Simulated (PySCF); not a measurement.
Simulated C 1s region for 2-tert-butylfuran (`CC(C)(C)C1=CC=CO1`), binding energy against the vacuum level.

Every computed line was given a Gaussian of 0.8 eV full width at half maximum and an area set by the number of equivalent atoms; the highest printed point is 100. Theory: PySCF, delta-SCF UKS SCAN, pcX-2 on the ionised atom, pcseg-1 elsewhere, spin-free X2C.

binding energy (eV), intensity and a bar:
```
    288.8          0 
    288.9          0 
    289.0          0 
    289.1          1 
    289.2          2 #
    289.3          4 #
    289.4          8 ##
    289.5         15 ####
    289.6         24 #######
    289.7         36 ###########
    289.8         51 ###############
    289.9         68 ####################
    290.0         83 #########################
    290.1         94 ############################
    290.2        100 ##############################
    290.3         99 ##############################
    290.4         94 ############################
    290.5         85 #########################
    290.6         75 #######################
    290.7         68 ####################
    290.8         64 ###################
    290.9         62 ###################
    291.0         61 ##################
    291.1         59 ##################
    291.2         56 #################
    291.3         50 ###############
    291.4         41 ############
    291.5         32 ##########
    291.6         23 #######
    291.7         15 #####
    291.8          9 ###
    291.9          5 ##
    292.0          3 #
    292.1          1 
    292.2          1 
    292.3          0 
    292.4          0
```

Question: How many maxima does the curve show, and how many computed lines lie under it?

Answer: The curve has 1 maximum (at 290.2 eV). Under it lie 6 lines from 6 inequivalent carbon sites. At this width some lines have no maximum of their own.

Question: Decompose the envelope and assign each component. Numbering: `[CH3:1][C:2]([CH3:3])([CH3:4])[c:5]1[cH:6][cH:7][cH:8][o:9]1`.

Answer: 
```csv
position (eV),relative area,line,atoms,environment
289.98,1,C 1s,C6,aromatic CH carbon
290.18,1,C 1s,C7,aromatic CH carbon
290.28,3,C 1s,C1/C3/C4,methyl carbon
290.88,1,C 1s,C2,benzylic-type carbon
291.20,1,C 1s,C5,substituted aromatic carbon
291.22,1,C 1s,C8,aromatic CH next to a ring oxygen
```

Question: What are the centre and the root-mean-square width of the whole band?

Answer: The area-weighted mean of the lines is 290.54 eV. Their own spread about it is 0.45 eV (rms) and each Gaussian has σ = 0.8/2.355 = 0.34 eV; the variances add, which gives 0.57 eV.

The listed C 1s values span 1.24 eV, from C6 (bonded to 2 C (aromatic in the SMILES) and H) to C8 (bonded to O (aromatic in the SMILES), C (aromatic in the SMILES) and H). Summing the Pauling electronegativity differences to the bonded atoms, each weighted by its formal bond order, gives -0.35 for the lowest site and +0.99 for the highest; the largest sum, +1.34, belongs to C5, 0.02 eV below the top. The smallest sum, -1.05, belongs to C1/C3/C4, 0.30 eV above the lowest. The values 291.20 and 291.22 eV lie too close for their order to be trusted.

No satellites, vibrations or lifetime broadening are included. One atom of each set of topologically equivalent atoms was ionised and stands for the set; in this conformer not all members are related by symmetry, and their own values weren't computed. Isolated species at its PBE0-D3(BJ)/def2-SVP geometry, gas phase.

Conformer computed: `[CH3:1][C:2]([CH3:3])([CH3:4])[c:5]1[cH:6][cH:7][cH:8][o:9]1`: C1–C2–C5–C6 120°.
